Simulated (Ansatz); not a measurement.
C3H7B, SMILES `CC1BC1`, 11 atoms. The species carries charge 0 and has multiplicity 1. All runs use 2 threads of an Arm Neoverse N1 on a shared host. Correlated methods freeze the cores.

(1) Give the basis size and wall time and peak host memory of each of these runs in Ansatz. RKS r2SCANh-D4/def2-TZVPP energy; RKS ωB97M-V/def2-SVP energy; RKS PBE0-D4/def2-TZVP relaxation (8 steps); RHF-CCSD(T)/def2-TZVPP energy; RKS BHLYP-D4/def2-TZVPP energy; direct RPA on PBE orbitals/def2-TZVPP energy; RKS PBE0-D4/def2-SVP energy; RHF-MP2/def2-QZVPP energy; RKS B3LYP-D4/def2-TZVPP energy and forces; RKS ωB97M-V/def2-QZVPP energy; RKS PBE0-D4/def2-TZVP frequencies; RKS PBE0-D4/def2-QZVPP energy. (An estimate is asked.)

Results:

(1) The calculation gave: Other jobs shared the machine, so times are rough.

```
                                level                   job  functions  wall time  peak host memory (GiB)
                 RKS PBE0-D4/def2-SVP                energy         91        2 s                    0.43
              RKS BHLYP-D4/def2-TZVPP                energy        222      5.5 s                    0.43
                 RKS ωB97M-V/def2-SVP                energy         91        8 s                    0.43
              RKS B3LYP-D4/def2-TZVPP     energy and forces        222      8.5 s                    0.47
            RKS r2SCANh-D4/def2-TZVPP                energy        222      9.5 s                    0.43
direct RPA on PBE orbitals/def2-TZVPP                energy        222       10 s                    0.48
               RKS PBE0-D4/def2-QZVPP                energy        438       15 s                     1.1
               RKS ωB97M-V/def2-QZVPP                energy        438       38 s                     1.4
                   RHF-MP2/def2-QZVPP                energy        438       45 s                     2.5
                RKS PBE0-D4/def2-TZVP  relaxation (8 steps)        166       46 s                    0.33
               RHF-CCSD(T)/def2-TZVPP                energy        222    2.6 min                     3.6
                RKS PBE0-D4/def2-TZVP           frequencies        166      4 min                    0.43
```

B3LYP here is the variant with VWN-RPA as its local correlation; programs differ in this.
